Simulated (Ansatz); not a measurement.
Ideal-gas functions of `FC[SiH](F)F` at 800 K and 1 bar, from an Ansatz frequency run at PBE0-D4/def2-TZVP.

Molar mass 100.12 g/mol, point group C1 (symmetry number 1), electronic degeneracy 1, moments of inertia 78.106, 190.629, 244.234 u Å². Harmonic wavenumbers (cm⁻¹, unscaled): 71, 139, 263, 285, 360, 683, 761, 816, 855, 907, 971, 1076, 1243, 1325, 1457, 2296, 3045, 3099.

Use S(trans) = R[1.5 ln M + 2.5 ln T − 1.1517]; rotational temperatures θ = 24.2544 K / I; S(rot) = R[ln(√π/σ · √(T³/θAθBθC)) + 1.5]; for each mode x = 1.438777 ν̃/T, S = R[x/(eˣ − 1) − ln(1 − e⁻ˣ)] and H = RT x/(eˣ − 1); 1 cm⁻¹ = 0.0119627 kJ/mol; R = 8.31446 J/(mol·K).

Q: By hand: the entropy, in J/(mol·K).

A: Translation 186.8. Rotation: θ = 0.3105, 0.1272, 0.0993 K, giving 123.6. Vibration, mode by mode: 25.43, 19.86, 14.62, 13.96, 12.07, 7.11, 6.33, 5.83, 5.51, 5.11, 4.66, 4.01, 3.17, 2.82, 2.34, 0.70, 0.23, 0.21, in all 134.0. Electronic 0.0. Sum 444.4 J/(mol·K).

Q: By hand: H − E and G − E in kJ/mol, counted from the electronic energy.

A: Zero-point energy ½ × 19652 × 0.0119627 = 117.5; thermal vibration 52.1; translation, rotation and pV give 4 RT = 26.6. H − E = 196.2 kJ/mol, and G − E = 196.2 − 800 × 444.4/1000 = -159.3 kJ/mol.

Vibration gives 30 % of the entropy, 45.3 J/(mol·K) of it from the modes under 150 cm⁻¹: soft modes count most, and the harmonic formula is weakest for them. The sum counts one conformer and one mirror image; others add a mixing term.
